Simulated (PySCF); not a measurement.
Te(OMe)2 (C2H6O2Te), SMILES CO[Te]OC. Atoms are numbered in the order given.

```xyz
11

Te     0.0000     0.0000     0.6788
O     -1.3390    -0.6600    -0.6321
C     -2.0908     0.3041    -1.3308
H     -2.6887     0.9461    -0.6586
H     -2.7802    -0.2436    -1.9934
H     -1.4537     0.9551    -1.9546
O      1.3390     0.6600    -0.6321
C      2.0908    -0.3041    -1.3308
H      2.6887    -0.9461    -0.6586
H      2.7802     0.2436    -1.9934
H      1.4537    -0.9551    -1.9546
```
Charge 0, spin multiplicity 1.

The structure is a stationary point at PBE0-D3(BJ)/def2-SVP. The def2 effective core potentials stand for the cores of Te; spin–orbit coupling is left out. The values are those of a single conformer.

The numbers are results of PySCF with PBE/def2-TZVP, not measurements.

The molecule is in vacuum.

```
Property                                                                                                        Value
---------------------------------------------------------------------------------------------  ----------------------
total energy                                                                                       -498.08468 hartree
point group                                                                                                        C2
highest occupied level                                                                                       -5.03 eV
lowest empty level                                                                                           -2.54 eV
orbital gap                                                                                                   2.49 eV
dipole moment                                                                                                  0.01 D
quadrupole, principal values (traceless, Buckingham form, about the centre of nuclear charge)   -8.93, 4.20, 4.73 D·Å
mean static polarisability                                                                      73.1 bohr³ (10.83 Å³)
polarisability, principal values                                                               55.9, 75.0, 88.4 bohr³
```
